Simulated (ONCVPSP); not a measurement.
**Plane-wave convergence, ONCV potential for Zr**

Zr, optimised norm-conserving Vanderbilt (ONCV), made with ONCVPSP 4.0.1 (PBEsol, scalar-relativistic). Core [Kr], reference 4d2 5s2. Waves: 5s: rc 2.35 bohr, ncon 3, nbas 7, qcut 2.3 1/bohr, 2 projectors, debl 3.7 Ha; p scattering state at 0.28 Ha: rc 2.50 bohr, ncon 4, nbas 8, qcut 2.8 1/bohr, 3 projectors, debl 1.7 Ha; 4d: rc 2.45 bohr, ncon 5, nbas 10, qcut 5.3 1/bohr, 2 projectors, debl 3 Ha. Local part: polynomial inside 2.30 bohr (lpopt 3, dvloc0 2 Ha). Core correction: Teter function fitted to the true core (icmod 2), fcfact 0.5.

**Question.** For each optimised wave give the share of its norm inside rc, the residual kinetic energy above qcut (Ha) and the cutoffs (Ha) for errors of 10, 1, 0.1 and 0.01 mHa per electron.

**Answer.**

| wave | norm inside rc | residual KE | 10 mHa | 1 mHa | 0.1 mHa | 0.01 mHa |
| --- | --- | --- | --- | --- | --- | --- |
| 5s | 0.127 | 1.7e-03 | 1.2 | 8.0 | 27.2 | 35.9 |
| s projector 2 | 0.104 | 3.4e-01 | 29.7 | 42.6 | 56.5 | 87.3 |
| p projector 1 | 0.081 | 4.5e-03 | 1.2 | 24.5 | 32.8 | 44.2 |
| p projector 2 | 0.168 | 1.7e-01 | 7.2 | 26.7 | 42.8 | 55.7 |
| p projector 3 | 0.119 | 9.4e-01 | 8.1 | 17.4 | 41.4 | 57.7 |
| 4d | 0.645 | 5.5e-05 | 8.8 | 11.3 | 13.8 | 39.0 |
| d projector 2 | 0.190 | 1.7e-03 | 11.8 | 14.9 | 54.9 | 76.0 |

The occupied waves need 11 Ha and 27 Ha for 1 and 0.1 mHa. The cutoffs count occupied waves only; projector 2 of the s channel, the hardest unoccupied one, needs 43 Ha at the loose tolerance. Note: ghosts flagged at negative energy: p at -32.2 eV; GHOST(+) flagged for s at 99.3 eV. A true bound ghost makes a file unfit for plane-wave use.
